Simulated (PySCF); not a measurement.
C4H4BrCl, SMILES ClCC=C=CBr. Atoms are numbered in the order given.

```xyz
10

Cl    -3.7606    -0.8501     0.5918
C     -2.4264     0.1798    -0.0225
C     -1.2949    -0.6564    -0.5222
C     -0.0749    -0.5816    -0.0486
C      1.1354    -0.4969     0.4292
Br     2.4249     0.7036    -0.2559
H     -2.1095     0.8411     0.7934
H     -2.8518     0.7879    -0.8338
H     -1.5176    -1.3618    -1.3334
H      1.5008    -1.1109     1.2564
```
Charge 0, spin multiplicity 1.

Coordinates come from a PBE0-D3(BJ)/def2-SVP optimisation. The structure was generated by enumeration; whether it is a known compound was not checked. Other conformers were not sampled.

Method: B3LYP/pcSseg-1 in PySCF.

GIAO shieldings, no solvent; atoms listed in one row are averaged. δ = σ(ref) − σ: ³⁵Cl against HCl (σ = 933.3 ppm); ¹³C against TMS (σ = 181.3 ppm); ¹H against TMS (σ = 31.68 ppm), references at their B3LYP-D3(BJ)/def2-TZVP geometries, non-relativistic (without spin–orbit terms, shifts of atoms bonded to Cl or Br come out too high).

Computed chemical shifts:
| nucleus | atoms | count | δ (ppm) |
|---|---|---|---|
| ³⁵Cl | Cl1 | 1 | 128.8 |
| ¹³C | C4 | 1 | 223.2 |
| ¹³C | C3 | 1 | 106.3 |
| ¹³C | C5 | 1 | 99.0 |
| ¹³C | C2 | 1 | 52.1 |
| ¹H | H10 | 1 | 6.43 |
| ¹H | H9 | 1 | 6.05 |
| ¹H | H8 | 1 | 4.45 |
| ¹H | H7 | 1 | 4.13 |
